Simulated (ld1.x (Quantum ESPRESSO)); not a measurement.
Results of a calculation; reference values are marked as such.
Hardness and transferability of assorted potentials

Generated with ld1.x 7.5 (TM, RRKJ, ultrasoft, PAW), atompaw 4.2 or ONCVPSP 4.0.1. The cutoff is in Ry: for ld1.x and atompaw files where the sum of valence levels is converged to 10 mRy in a Bessel basis, for ONCV files where the hardest occupied wave has 1 mHa per electron of residual kinetic energy. The error is the largest all-electron minus pseudo excitation energy over each file’s own four to seven test configurations (ionisations up to +4, promotions, holes and added fractions of an electron), all of which were solved. The labels leave out finer settings (local radius, basis sizes, second energies), which also bear on the numbers. Spin-polarised tests are not counted. The rows are a selection from randomly drawn settings: files with unsolved tests, undetermined cutoffs or missed reference levels are left out.

A true bound ghost makes a file unfit for plane-wave use even where its test errors are small: the radial tests pick states by their node count and pass the ghost by.

| element | potential | cutoff (Ry) | largest error (meV) | bound ghosts |
| --- | --- | --- | --- | --- |
| Cl | ultrasoft, PBE, scalar-relativistic, rc 1.25/1.20 (sp), local smoothed, core correction no, reference 3s2 3p5 | 25 | +78 | none |
| V | ultrasoft, PBE, scalar-relativistic, rc 3.40/3.75/2.20 (spd), local smoothed, core correction yes, reference 3d3.5 4s1.5 4p0 | 18 | -47 | none |
| Ga | TM, LDA (PZ), scalar-relativistic, rc 1.80/1.70 (sp), local smoothed, core correction no, reference 4s1 4p2 | 12 | +115 | none |
| Xe | TM, PBEsol, scalar-relativistic, rc 1.60/1.45/1.75 (spd), local smoothed, core correction yes, reference 5s2 5p5.5 | 70 | +39 | s |

**Question.** Fill in the row for Mo: TM, PBE, scalar-relativistic, rc 1.45/2.10/1.50/2.00 (spdf), local p, core correction yes, reference 4s2 4p6 4d5 5s0 5p0.

**Answer.** cutoff 70 Ry, largest error +228 meV, bound ghosts: none.
